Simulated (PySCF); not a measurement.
**Vertical excitation energies**

Species: C7H8S.
InChI=1S/C7H8S/c1-2-7(8-5-1)6-3-4-6/h1-2,5-6H,3-4H2

Theory: PySCF, TDDFT CAM-B3LYP/def2-SVPD, vertical, gas phase, core orbitals frozen in the response. Isolated species at its GFN2-xTB geometry (one conformer only). Torsions of this conformer, `[cH:1]1[cH:2][s:3][c:4]([CH:5]2[CH2:6][CH2:7]2)[cH:8]1`: S3–C4–C5–C6 -37°.

```csv
state,E (eV),λ (nm),ν̃ (cm⁻¹),f,|μ| (D),"main configurations (H = HOMO, L = LUMO)"
S1,5.37,230.8,43330,0.170,2.89,H→L (96%)
S2,5.91,209.9,47630,0.0016,0.27,"H→L+1 (46%), H→L+2 (24%), H→L+9 (10%)"
S3,5.92,209.3,47770,0.074,1.81,"H-1→L (83%), H→L+8 (11%)"
S4,6.32,196.2,50980,0.0000,0.04,"H→L+1 (33%), H→L+2 (28%), H→L+5 (10%)"
S5,6.38,194.3,51480,0.0015,0.25,"H-1→L+1 (31%), H-1→L+2 (22%), H-1→L+9 (10%)"
S6,6.69,185.2,54000,0.0070,0.53,"H→L+5 (44%), H→L+2 (22%), H→L+4 (11%)"
S7,6.77,183.2,54590,0.0014,0.23,"H→L+3 (76%), H→L+1 (13%)"
S8,7.07,175.3,57050,0.033,1.12,"H→L+4 (71%), H→L+5 (15%)"
```

Triplets, Tamm–Dancoff:

```json
{"state": "T1", "E (eV)": "3.57", "λ (nm)": "347.0", "main configurations (H = HOMO, L = LUMO)": "H→L (92%)"}
{"state": "T2", "E (eV)": "4.70", "λ (nm)": "263.9", "main configurations (H = HOMO, L = LUMO)": "H-1→L (91%)"}
{"state": "T3", "E (eV)": "5.68", "λ (nm)": "218.4", "main configurations (H = HOMO, L = LUMO)": "H→L+1 (35%), H→L+2 (26%), H→L+9 (13%)"}
```

The lowest singlet comes at 231 nm (518 kJ/mol) in the ultraviolet; it is strong; its leading configuration is HOMO→LUMO (96%). The lowest level is also the most intense of those listed (f = 0.170). Löwdin shares by element: HOMO carbon 72% or more (atoms not listed hold the other 29%); LUMO carbon 52% or more, sulfur 21% (atoms not listed hold the other 27%). Weighted by f, the mean energy of these states is 5.76 eV. The listed states span 1.70 eV, and the widest gap between neighbours is 0.53 eV (S1 to S2). Of the 8 states listed, 3 reach f = 0.01 and 1 stays under 0.0005. Only the lowest 8 singlets were computed, as vertical energies without vibronic structure.
